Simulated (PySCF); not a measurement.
# Spinor energies of Ag⁺ (silver, charge +1)

Start: [Kr] 4d10. Calculated with PySCF 2.14 in x2c-TZVPall-2c: generalised Hartree-Fock with the X2C-1e Hamiltonian and a Gaussian nucleus; one run each with spin-orbit coupling (SO) switched off, then screened by Boettger's factors. This is a chosen level, not necessarily the ground level.

```csv
spinor shell,electrons,"ε, spin-free (eV)","ε, screened SO (eV)",weight of nominal j (screened SO),"rms radius, screened SO (bohr)"
1s1/2,2,-25653.6,-25651.7,1.000,0.0357
2s1/2,2,-3869.9,-3869.3,1.000,0.146
2p1/2,2,-3465.0,-3586.4,1.000,0.127
2p3/2,4,-3465.0,-3409.1,1.000,0.131
3s1/2,2,-752.75,-752.62,1.000,0.392
3p1/2,2,-616.47,-638.65,1.000,0.387
3p3/2,4,-616.47,-606.21,1.000,0.398
3d3/2,4,-402.01,-405.81,1.000,0.374
3d5/2,6,-402.01,-399.38,1.000,0.377
4s1/2,2,-124.25,-124.23,1.000,0.980
4p1/2,2,-82.745,-86.458,1.000,1.06
4p3/2,4,-82.745,-81.039,1.000,1.09
4d3/2,4,-22.050,-22.461,1.000,1.49
4d5/2,6,-22.050,-21.779,1.000,1.52
```

```json
{"quantity": "E (hartree)", "spin-free": "-5312.10025", "screened SO": "-5313.08285"}
{"quantity": "M_J", "spin-free": "0", "screened SO": "0"}
{"quantity": "⟨J²⟩", "spin-free": "0.000", "screened SO": "0.000"}
{"quantity": "⟨L²⟩", "spin-free": "0.000", "screened SO": "0.015"}
{"quantity": "⟨S²⟩", "spin-free": "0.000", "screened SO": "0.015"}
```

Breit and QED terms are absent; they matter most for the inner s and p1/2 levels.

Densities and radii are taken from the X2C orbitals without a picture-change correction, which distorts them close to the nucleus.

Without spin-orbit coupling the j labels of p, d and f shells carry no meaning; the spin-free column gives the mean over the occupied spinors of each nl shell.
